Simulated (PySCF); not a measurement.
In(SiH3)3.
Geometry (PBE0-D3(BJ)/def2-SVP, Å), atoms numbered from 1 in this order:
```xyz
13
H9InSi3 angstrom
In    -0.0009   -0.0124    0.0125
Si     2.5926    0.0130   -0.0279
H      3.1791    1.3884    0.0446
H      3.0894   -0.6266   -1.2899
H      3.1446   -0.7810    1.1176
Si    -1.2976    2.2360    0.0182
H     -0.8098    3.1230    1.1235
H     -2.7784    2.0816    0.1724
H     -1.0475    2.9582   -1.2721
Si    -1.2895   -2.2644    0.0249
H     -0.4040   -3.4688   -0.0520
H     -2.2443   -2.3237   -1.1292
H     -2.1030   -2.3752    1.2796
```

Theory: PySCF, PBE0-D3(BJ)/def2-SVP geometry optimisation, gas phase, def2 core potentials past Kr.

Which atoms are bound to In1, and at what distances?

3 atoms: Si2 2.594 Å, Si10 2.595 Å, Si6 2.596 Å. The nearest atom not counted as bound is H9, at 3.40 Å (others tie with it).

List the angles at In1.

| angle | degrees | distance of the outer atoms (Å) |
| --- | --- | --- |
| Si2–In1–Si10 | 120.3 | 4.50 |
| Si6–In1–Si10 | 120.2 | 4.50 |
| Si2–In1–Si6 | 119.4 | 4.48 |

What is the shape at In1?

Planar: angles 120.3°, 120.2° and 119.4°, sum 360.0°, 0.01 Å off the plane of its three neighbours.

What are the other bond lengths?

Si2–H3 and 8 like bonds 1.498 Å.

Point group: near C3, missed by 0.21 Å at most; the miss may be what the optimiser left on a soft mode. Charge 0, singlet. No PBE0-D3(BJ)/def2-SVP frequencies stand behind this structure, so it isn't proved a minimum.
